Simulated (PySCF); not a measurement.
# Distorted geometries of [TaF4(H2S)]+

[TaF4(H2S)]+ (singlet). PySCF 2.14.0, RKS r2SCAN, Ta def2-SVP with ECP60, F def2-SVP, S def2-SVP, H def2-SVP; non-relativistic Hamiltonian with scalar-relativistic core potentials where named; density fitting; no spin-orbit coupling. Relaxed geometry:

```xyz
8

Ta   -0.0314    0.3285    0.0092
F     0.0166   -0.0922    1.7929
F     1.4766    0.1008   -1.0146
F     0.0112    2.1556    0.1338
F    -1.6591    0.1514   -0.8181
S     0.0821   -2.4255   -0.2061
H    -1.1798   -2.7985    0.1306
H    -0.1249   -2.5723   -1.5396
```

Problem. Order these distorted geometries by energy above the relaxed one, lowest first.
A.
```xyz
8

Ta   -0.0733    0.3150   -0.0340
F     0.0299   -0.1006    1.7941
F     1.4751    0.0674   -1.0124
F    -0.0201    2.1606    0.1512
F    -1.6501    0.1751   -0.8391
S     0.1027   -2.4328   -0.2600
H    -1.1584   -2.7495    0.1969
H    -0.1146   -2.5875   -1.5083
```
B.
```xyz
8

Ta   -0.1072    0.3073    0.0725
F     0.0934   -0.0851    1.7582
F     1.5381    0.1198   -0.9964
F     0.0558    2.1272    0.1193
F    -1.6878    0.1394   -0.7133
S     0.0763   -2.4221   -0.1868
H    -1.1122   -2.8023    0.0674
H    -0.2651   -2.5365   -1.6326
```
C.
```xyz
8

Ta   -0.2093    0.3892    0.0054
F     0.0506   -0.0892    1.8202
F     1.4744    0.0838   -0.9513
F     0.1122    2.1166    0.1583
F    -1.6566    0.2136   -0.8413
S     0.1160   -2.3544   -0.2579
H    -1.1640   -2.7523    0.1288
H    -0.1321   -2.7598   -1.5739
```

Solution. A (0.25 eV), B (0.87 eV), C (1.18 eV).

Problem. Which forces (eV/Å) act in the one that lies 0.25 eV up?

Solution. 
```
Ta   3.03  0.69  2.59
F   -0.26  0.20 -1.42
F   -0.41  0.21  0.04
F   -0.02 -0.80 -0.17
F   -2.18 -0.27 -1.15
S    0.06  0.39  2.97
H    0.44 -0.05 -0.39
H   -0.66 -0.37 -2.46
```
Forces carry noise of the integration grid, about 0.01 to 0.03 eV/Å.

No frequency check is given that shows the relaxed geometry to be a minimum.
